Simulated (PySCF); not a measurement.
C₅H₅F, SMILES C=C=CC(=C)F.

The structure is a stationary point at PBE-D3(BJ)/def2-SVP. This is a generated structure with no PubChem entry under its InChIKey; it may be hypothetical. One conformer was computed; it need not be the lowest.

The numbers are results of PySCF with ωB97X/def2-TZVP, not measurements.

The molecule is in vacuum.

Computed frontier levels, gap, dipole moment and polarisability:
The highest occupied level comes out as -9.03 eV, the lowest empty level is 1.07 eV and the orbital gap is 10.10 eV. The dipole moment is 0.288 e·Å and the quadrupole, principal values (traceless, Buckingham form, about the centre of nuclear charge) comes out as -4.42, -3.89, 8.31 D·Å. The mean static polarisability comes out as 69.1 bohr³ (10.24 Å³) and the polarisability, principal values is 39.0, 46.5, 121.7 bohr³.
